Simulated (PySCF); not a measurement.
# Dipole moment and polarisability of `O=CC#CC#C[SiH2]F`

C5H3FOSi.
Cartesian coordinates in Å at the GFN2-xTB level; atoms count from 1:
```xyz
11
C5H3FOSi angstrom
O     -4.604    0.200   -0.125
C     -3.677   -0.558   -0.009
C     -2.303   -0.195   -0.007
C     -1.129    0.116   -0.006
C      0.180    0.455   -0.003
C      1.355    0.763   -0.002
Si     3.123    1.295   -0.007
F      4.009   -0.033    0.173
H     -3.822   -1.652    0.112
H      3.476    1.836   -1.310
H      3.399    2.118    1.158
```

Level: CAM-B3LYP/def2-SVPD (PySCF), static field, nuclei fixed, core orbitals frozen in the response. The polarisability tensor in these axes (au):

```
x   178.06  25.94   0.87
y    25.94  67.18  -0.50
z     0.87  -0.50  55.81
```

Problem. Give the principal values, the mean and the anisotropy Δα = √{½[(α1 − α2)² + (α2 − α3)² + (α1 − α3)²]}.

Solution. Principal values 55.73, 61.49 and 183.83 au; mean 100.35 au = 14.87 Å³ = 16.55 × 10⁻⁴⁰ C²·m²/J; Δα = 125.32 au (125 % of the mean).

Problem. What is the dipole moment, and where does it point?

Solution. (1.95, 0.12, 0.05) D, 1.96 D in size, pointing from the negative to the positive side. Measured along this direction, the outermost atoms are O1 at the negative end and F8 at the positive end.

Problem. Orientational against electronic polarisability at 298 K (dilute gas, rigid molecules)?

Solution. In Gaussian units μ²/3kT = 31.06 Å³ against 14.87 Å³, a ratio of 2.09; the Debye molar polarisation (4π/3)N_A(α + μ²/3kT) is 115.9 cm³/mol, leaving out the vibrational part.

Problem. What molar refraction does this α imply?

Solution. Lorentz–Lorenz: R = (4π/3)N_A α = 2.5225 cm³/(mol·Å³) × 14.87 Å³ = 37.5 cm³/mol, in the limit of long wavelengths.

Problem. Along which axes do the principal values lie, and how far do the nuclei extend along each?

Solution. Largest value along (0.98, 0.22, 0.01), where the nuclei span 8.36 Å; middle along (-0.21, 0.97, -0.12), 2.11 Å; least along (-0.03, 0.11, 0.99), 2.49 Å. The strongest response lies along the longest span, while the other two are in reverse order.

Problem. Form Σ f/ω² (atomic units) for the 8 lowest TDDFT singlets, given as eV and f, and set it beside the mean polarisability, which is this sum over all singlets: 3.67, 0.0002; 3.72, 0.0000; 4.26, 0.0662; 4.56, 0.0002; 6.19, 0.3867; 6.23, 0.0000; 6.33, 0.9169; 6.97, 0.5085.

Solution. They add up to 34.91 au, 34.8 % of the 100.35 au; the largest single term is 16.96 au, from the state at 6.33 eV. Terms in order: 0.01, 0.00, 2.70, 0.01, 7.48, 0.00, 16.96, 7.75 au. Higher excitations give the rest. The strengths listed sum to 1.879.

Problem. What would n − 1 = 2πNα be for an ideal gas of these molecules at 400 K and 1 atm, electronic part alone?

Solution. N = p/kT = 1.8347 × 10¹⁹ cm⁻³, so n − 1 = 2π × N × 14.87 × 10⁻²⁴ cm³ = 1714 × 10⁻⁶ at long wavelengths, for an ideal gas.

Geometry: GFN2-xTB; no solvent, vibrations or thermal averaging.

The run behind these numbers computed excited states as well. The run took 48 s (grids of density and orbitals included) on Arm Neoverse V1, one thread, no GPU, shared host with 32 logical CPUs at a one-minute load of 31, and the process peaked at 0.87 GiB of memory.
